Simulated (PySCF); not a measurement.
**Vertical excitation energies**

Cyclo-(H2GeO)5.
Geometry (PBE0-D3(BJ)/def2-SVP, Å), atoms numbered from 1 in this order:
```
atom  x, y, z in Å
Ge1    1.553   -0.667    1.614
H2     0.256   -1.089    2.314
H3     2.826   -0.806    2.460
O4     1.768   -1.675    0.169
Ge5    1.615   -1.276   -1.545
H6     1.741   -2.610   -2.296
H7     2.613   -0.189   -1.964
O8     0.008   -0.571   -1.816
Ge9   -1.588   -1.159   -1.318
H10   -2.605   -0.429   -2.208
H11   -1.636   -2.693   -1.372
O12   -1.826   -0.722    0.382
Ge13  -2.199    0.857    1.101
H14   -3.629    1.278    0.732
H15   -1.929    0.700    2.604
O16   -1.140    2.071    0.382
Ge17   0.612    2.254    0.195
H18    0.990    3.606    0.816
H19    0.962    2.104   -1.290
O20    1.470    1.031    1.138
```

Method: PySCF, TDDFT wB97X-D/def2-SVPD, vertical, gas phase, core orbitals frozen in the response. Relativistic effects, spin–orbit coupling among them, are left out although an element past zinc is present.

```
state  E (eV)  λ (nm)  ν̃ (cm⁻¹)       f  |μ| (D)     main configurations (H = HOMO, L = LUMO)
   S1    7.41   167.4      59740  0.0059     0.46          H→L (28%), H→L+3 (21%), H→L+4 (13%)
   S2    7.42   167.1      59860  0.0063     0.48        H→L+5 (29%), H-1→L (13%), H→L+4 (10%)
   S3    7.48   165.7      60350   0.028     0.99                     H→L+3 (34%), H→L+4 (19%)
   S4    7.57   163.8      61060   0.028     0.99                    H-1→L+3 (36%), H→L+5 (9%)
   S5    7.60   163.2      61280  0.0076     0.51                 H-2→L+1 (22%), H-2→L+2 (14%)
   S6    7.64   162.4      61580  0.0070     0.49  H-2→L+1 (24%), H-2→L+2 (14%), H-3→L+1 (12%)
   S7    7.80   158.9      62950   0.033     1.06    H-4→L+1 (24%), H-1→L+1 (13%), H→L+2 (13%)
   S8    7.83   158.4      63120   0.042     1.19    H-1→L+4 (19%), H-2→L+4 (18%), H-1→L (11%)
   S9    7.84   158.2      63210   0.018     0.77                  H-1→L+2 (13%), H-2→L+2 (8%)
  S10    7.90   157.0      63700  0.0064     0.46   H-1→L+5 (20%), H-2→L+5 (14%), H-3→L+4 (8%)
  S11    8.03   154.4      64750   0.164     2.32                       H→L (26%), H→L+2 (21%)
  S12    8.08   153.4      65210   0.064     1.45                   H→L+1 (14%), H-5→L+1 (10%)
  S13    8.11   152.9      65420   0.055     1.34    H-6→L+1 (12%), H→L+1 (12%), H-5→L+1 (11%)
  S14    8.15   152.1      65760   0.031     1.01                     H→L+6 (13%), H-2→L (12%)
  S15    8.17   151.7      65930   0.018     0.76                     H-2→L (14%), H-1→L (13%)
```

Triplets, Tamm–Dancoff:

```tsv
state	E (eV)	λ (nm)	main configurations (H = HOMO, L = LUMO)
T1	6.99	177.3	H→L+4 (28%), H→L (10%), H→L+3 (8%)
T2	7.03	176.4	H→L+5 (32%), H-1→L (10%)
T3	7.08	175.0	H→L+3 (34%), H→L (13%)
T4	7.13	174.0	H-1→L+3 (42%), H-4→L+3 (8%)
```

The lowest singlet comes at 167 nm (715 kJ/mol) in the vacuum ultraviolet; it is weak; its leading configuration is HOMO→LUMO (28%). The strongest level in the table is S11 at 8.03 eV (154 nm, f = 0.164). Löwdin shares by element: HOMO oxygen 48% or more, germanium 8% or more (atoms not listed hold the other 44%); LUMO germanium 37% or more (atoms not listed hold the other 63%). The oscillator strengths of these states sum to 0.515; summed over the whole spectrum of an exact calculation they would give the number of electrons, 210 (Thomas–Reiche–Kuhn). Weighted by f, the mean energy of these states is 7.94 eV. Of the 15 states listed, 10 reach f = 0.01 and none stays under 0.0005. The window holds the lowest 15 singlets.

One conformer stands for the species.
